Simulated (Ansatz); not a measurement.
In(OH)2(SMe) (CH₅InO₂S), SMILES C[S][In]([OH])[OH]. Atoms are numbered in the order given.

```xyz
10

In     0.1377     0.4754     0.1881
O      1.2472     2.1315     0.1747
H      1.1478     2.6377     0.9895
O     -1.0237    -0.0121     1.7496
H     -0.9942     0.6184     2.4770
S     -0.0084    -1.1384    -1.5402
C     -1.2000    -2.2850    -0.7420
H     -1.5041    -1.9392     0.2549
H     -0.7269    -3.2721    -0.6524
H     -2.0886    -2.3653    -1.3824
```

The structure is a stationary point at PBE0-D3(BJ)/def2-SVP. The structure was generated by enumeration; whether it is a known compound was not checked. The def2 effective core potentials stand for the cores of In; spin–orbit coupling is left out. The values are those of a single conformer.

Two levels are set side by side: PBE-D3(BJ)/def2-SVP (Ansatz, a program for electronic structure) and PBE0-D3(BJ)/def2-SVP (Ansatz). Each level has its own optimised geometry; the coordinates shown are those of the second. Differences are taken from unrounded values.

```
quantity              PBE0-D3(BJ)
--------------------  -----------
mean bond length (Å)        1.492
bond In1–O2 (Å)             1.993
bond In1–O4 (Å)             2.006
bond In1–S6 (Å)             2.369
bond S6–C7 (Å)              1.836
bond O2–H3 (Å)              0.964
bond O4–H5 (Å)              0.963
bond C7–H8 (Å)              1.098
bond C7–H9 (Å)              1.098
bond C7–H10 (Å)             1.098
```

### Question
What does PBE-D3(BJ) give, and how far is it from PBE0-D3(BJ)? (An estimate is asked for; the answer gives what the named calculation found.)

### Answer

```tsv
quantity	PBE-D3(BJ)	PBE-D3(BJ) minus PBE0-D3(BJ)
mean bond length (Å)	1.509	0.017
bond In1–O2 (Å)	2.023	0.030
bond In1–O4 (Å)	2.037	0.030
bond In1–S6 (Å)	2.396	0.027
bond S6–C7 (Å)	1.852	0.015
bond O2–H3 (Å)	0.978	0.013
bond O4–H5 (Å)	0.976	0.013
bond C7–H8 (Å)	1.106	0.008
bond C7–H9 (Å)	1.107	0.008
bond C7–H10 (Å)	1.107	0.008
```

Exact exchange shortens and stiffens bonds; PBE has none. Differences between two approximate levels are no errors against the true value.
